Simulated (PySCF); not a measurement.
C4H3ClF2, SMILES C=C(F)/C(Cl)=C\F.

Geometry: B3LYP-D3(BJ)/def2-SVP. The structure was generated by enumeration; whether it is a known compound was not checked. The values are those of a single conformer.

The numbers are results of TDDFT-ωB97X/def2-SVPD run with PySCF, not measurements.

Vertical excitations.  State labels are in the subgroup Cs.

| state | symmetry | energy (eV) | λ (nm) | f | main pairs |
|---|---|---|---|---|---|
| S1 | A' | 5.74 | 216 | 0.560 | HOMO→LUMO 99 % |
| S2 | A" | 6.01 | 206 | 0.000 | HOMO→LUMO+1 80 % |
| S3 | A' | 6.78 | 183 | 0.032 | HOMO−1→LUMO 99 % |
| S4 | A" | 7.34 | 169 | 0.003 | HOMO−2→LUMO 88 % |
| S5 | A" | 7.41 | 167 | 0.011 | HOMO→LUMO+2 51 %, HOMO−1→LUMO+1 22 % |
| S6 | A" | 7.74 | 160 | 0.001 | HOMO−1→LUMO+1 48 %, HOMO→LUMO+2 30 % |
| S7 | A' | 8.00 | 155 | 0.001 | HOMO−2→LUMO+1 81 % |
| S8 | A" | 8.14 | 152 | 0.035 | HOMO→LUMO+3 64 %, HOMO−1→LUMO+2 18 % |
| S9 | A" | 8.25 | 150 | 0.000 | HOMO−3→LUMO 82 % |
| S10 | A' | 8.41 | 147 | 0.020 | HOMO→LUMO+5 59 %, HOMO→LUMO+7 35 % |
| T1 | A' | 3.17 | 391 | 0 | HOMO→LUMO 91 % |
| T2 | A' | 4.71 | 263 | 0 | HOMO−1→LUMO 65 %, HOMO→LUMO+5 13 %, HOMO→LUMO+7 10 % |
| T3 | A" | 5.60 | 221 | 0 | HOMO→LUMO+1 70 %, HOMO−1→LUMO+1 14 % |
| T4 | A" | 7.15 | 173 | 0 | HOMO−1→LUMO+1 43 %, HOMO→LUMO+2 14 %, HOMO→LUMO+1 13 % |
Triplets are in the Tamm–Dancoff approximation, which puts them higher than full response would, so one can lie above its singlet here.
